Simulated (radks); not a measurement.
The oxygen ion O2+ inside a hard spherical wall (all orbitals vanish at R), configuration held at [He] 2s2 2p2 and not refilled when levels cross. All-electron calculation, scalar-relativistic Kohn-Sham, PBEsol, spin-polarised, spherical densities, finite nucleus; open shells are filled with parallel spins first; Fermi nuclear charge, rms radius 2.6991 fm. Program: a radial shooting solver on a logarithmic mesh with Libxc functionals. Eigenvalues in eV for spin up, with the zero of energy where the potential of the charges vanishes at infinity; a dash marks a level that is unbound or too diffuse for the functional's potential to be trusted. A positive occupied level is held by the wall or, in an anion where self-interaction has pushed it up, behind a barrier. The pressure on the wall is -dE/dV.

| R (bohr) | E (hartree) | kinetic (hartree) | e(1s) | e(2s) | e(2p) | e(3s, empty) | e(3p, empty) | pressure (GPa) |
|---|---|---|---|---|---|---|---|---|
| free | -73.00679 | 72.942 | -556.03 | -59.898 | -44.979 | - | - | 0 |
| 20 | -73.00679 | 72.942 | -556.03 | -59.898 | -44.979 | - | - | < 0.0001 |
| 15 | -73.00679 | 72.942 | -556.03 | -59.898 | -44.979 | - | - | < 0.0001 |
| 12 | -73.00679 | 72.942 | -556.03 | -59.898 | -44.979 | - | - | < 0.0001 |
| 8 | -73.00679 | 72.942 | -556.03 | -59.898 | -44.979 | -14.543 | - | < 0.0001 |
| 6 | -73.00679 | 72.943 | -556.03 | -59.898 | -44.979 | -14.182 | -10.745 | 0.000435 |
| 4 | -73.00535 | 72.959 | -555.94 | -59.843 | -44.913 | -9.269 | -4.910 | 0.679 |
| 3.5 | -72.99971 | 73.013 | -555.68 | -59.680 | -44.718 | -4.323 | 0.234 | 4.26 |
| 3 | -72.97323 | 73.217 | -554.76 | -59.084 | -44.025 | 5.693 | 9.967 | 26.8 |
| 2.5 | -72.85342 | 73.938 | -551.86 | -57.014 | -41.726 | 27.221 | 29.569 | 173 |
| 1.5 | -69.93097 | 84.054 | -522.53 | -23.491 | -10.947 | 214.18 | 182.17 | 9850 |
